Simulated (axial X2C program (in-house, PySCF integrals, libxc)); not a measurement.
# Photoelectron levels of BeBr⁻ by EOM-IP-CCSD

Computed with an axial X2C code built on PySCF integrals: two-component X2C with atomic mean-field Coulomb and Gaunt terms, Gaussian nuclei, basis Br dyall-acv3z, Be dyall-acv3z with contracted cores.

R = 2.131 Å (near the PBE0 minimum at charge -1 of the determinant lowest at the starting distance; the state shown can have its own minimum elsewhere).

Hartree–Fock spinors of BeBr⁻ (one of each Kramers pair; a window near the gap, which can cut inner shells):

| ω | occupied | ε (eV) | character |
| --- | --- | --- | --- |
| 1/2 | yes | -22.76 | 74% Br s, 10% Be p, 8% Be d |
| 1/2 | yes | -8.41 | 77% Br p, 11% Be s, 6% Be p |
| 1/2 | yes | -6.78 | 83% Br p, 6% Be d, 5% Be p |
| 3/2 | yes | -6.45 | 82% Br p, 6% Be d, 6% Be p |
| 1/2 | yes | -1.38 | 57% Be s, 26% Be p, 8% Br p |
| 1/2 | no | 2.59 | 99% Be p |
| 1/2 | no | 2.64 | 100% Be p |
| 3/2 | no | 2.64 | 100% Be p |
| 1/2 | no | 3.78 | 82% Be s, 9% Br p, 6% Be p |
| 1/2 | no | 5.10 | 58% Br p, 19% Be p, 16% Be s |
| 1/2 | no | 5.34 | 88% Be p, 5% Be d, 5% Br d |

Vertical detachment energies of BeBr⁻ to the states of BeBr:

```csv
Ω of BeBr,vertical detachment energy (eV),above lowest (cm⁻¹),ionised spinor,one-hole weight
1/2,1.483,0,"57% Be sσ, 26% Be pσ, 8% Br pσ",0.92
1/2,6.238,38352,"81% Br pπ, 6% Be dπ",0.78
1/2,7.532,48788,"76% Br pσ, 9% Be sσ, 7% Be pσ",0.85
```

**Question.** How far does the lowest EOM-IP-CCSD energy lie from the Koopmans value −ε of the highest filled spinor?

**Answer.** 1.483 eV against 1.38 eV, a shift of 0.10 eV: relaxation of the final state lowers the energy and the loss of correlation raises it.

This point took 4.6 s on 1 thread of Arm Neoverse V2, with other jobs on the host.

Reference electrons by ω block (each with its −ω partner): 1/2: 14, 3/2: 5, 5/2: 1. 10 electrons of BeBr⁻ correlated (inner shells frozen), 94 natural virtual spinors (a truncated set); levels can be off by some tenths of an eV. Roots sought by Ω: (1/2: 4, 3/2: 3, 5/2: 1); rows need 60 % one-particle weight and stop where some Ω has no more roots. Missing are any skipped roots, higher Ω and states of a further excitation; these come out far too high here and may in truth be low or lowest. T1 of the reference 0.015 (Lee–Taylor). Number of frozen shells: Br 3 s, 2 p, 1 d; Be 1 s. Left out with split weight: Ω = 3/2 at 5.59 eV (0.31), Ω = 3/2 at 6.04 eV (0.58).
